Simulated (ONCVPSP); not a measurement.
**gallium, ONCV: configuration errors across variants**

| Item | Value |
| --- | --- |
| Element | Ga |
| Generator | ONCVPSP 4.0.1 |
| Type | optimised norm-conserving Vanderbilt (ONCV) |
| Functional | PBE |
| Relativity | fully relativistic |
| Frozen core | [Ar] |
| Valence charge | 13 |
| Reference configuration | 3d10 4s2 (charge +1) |
| Partial waves | 4s: rc 2.00 bohr, ncon 3, nbas 7, qcut 2.8 1/bohr, 2 projectors, debl 2.2 Ha; p scattering state at 0.02 Ha: rc 2.10 bohr, ncon 4, nbas 8, qcut 3.5 1/bohr, 2 projectors, debl 3.7 Ha; 3d: rc 1.25 bohr, ncon 4, nbas 9, qcut 14.6 1/bohr, 2 projectors, debl 3.1 Ha |
| Local potential | polynomial inside 0.85 bohr (lpopt 5, dvloc0 0 Ha) |
| Core correction | none |

Open shells are filled in proportion to 2j + 1.

In the p channel the program set the typed energies aside and used 0.050, 3.750 Ha (j = l + 1/2; the other j can differ).

All-electron excitation energies from the reference (eV): (1) 3d10 4s2 4p1 -5.690; (2) 3d10 4s1 21.128; (3) 3d10 4s0 52.400; (4) 3d10 4s1 4p2 0.846.

A true bound ghost makes a file unfit for plane-wave use even where its test errors are small: the radial tests pick states by their node count and pass the ghost by.

Errors AE − PS in meV (a dash: test not solved or not reliable):

```tsv
change	(1)	(2)	(3)	(4)	bound ghosts	GHOST(+) flags above zero
base	+5.7	+5.1	+33	+3.4	s	p3/2, p1/2
all radii scaled by about 0.77 (s 1.54, p 1.62, d 0.96 bohr); local potential polynomial inside 0.66 bohr (lpopt 5, dvloc0 0 Ha)	+7.7	+14	+104	+16	s	p3/2, p1/2
all radii scaled by about 0.89 (s 1.78, p 1.88, d 1.12 bohr); local potential polynomial inside 0.76 bohr (lpopt 5, dvloc0 0 Ha)	+5.6	+14	+90	+9.4	s	p3/2, p1/2
all radii scaled by about 0.95 (s 1.90, p 2.00, d 1.20 bohr); local potential polynomial inside 0.80 bohr (lpopt 5, dvloc0 0 Ha)	+5.5	+11	+67	+6.4	s	p3/2, p1/2
all radii scaled by about 1.08 (s 2.16, p 2.28, d 1.36 bohr); local potential polynomial inside 0.92 bohr (lpopt 5, dvloc0 0 Ha)	+6.8	-7.4	-34	+1.1	s	p3/2, p1/2
all radii scaled by about 1.15 (s 2.30, p 2.42, d 1.44 bohr); local potential polynomial inside 0.98 bohr (lpopt 5, dvloc0 0 Ha)	+13	-0.7	–	+1.0	s	p3/2, p1/2
all radii scaled by about 1.21 (s 2.42, p 2.54, d 1.52 bohr); local potential polynomial inside 1.04 bohr (lpopt 5, dvloc0 0 Ha)	+15	-26	-176	+2.5	none	s, p3/2, p1/2
all radii scaled by about 1.24 (s 2.48, p 2.60, d 1.56 bohr); local potential polynomial inside 1.06 bohr (lpopt 5, dvloc0 0 Ha)	+17	-32	-213	+4.5	none	s, p3/2, p1/2
all radii scaled by about 1.32 (s 2.64, p 2.78, d 1.66 bohr); local potential polynomial inside 1.12 bohr (lpopt 5, dvloc0 0 Ha)	+25	-49	-307	+16	none	s, p3/2, p1/2
```

Question: Give the same row for: all radii scaled by about 0.85 (s 1.70, p 1.80, d 1.06 bohr); local potential polynomial inside 0.72 bohr (lpopt 5, dvloc0 0 Ha).

Answer: +6.0, +15, +100, +12; bound ghosts: s; GHOST(+) flags above zero: p3/2, p1/2.
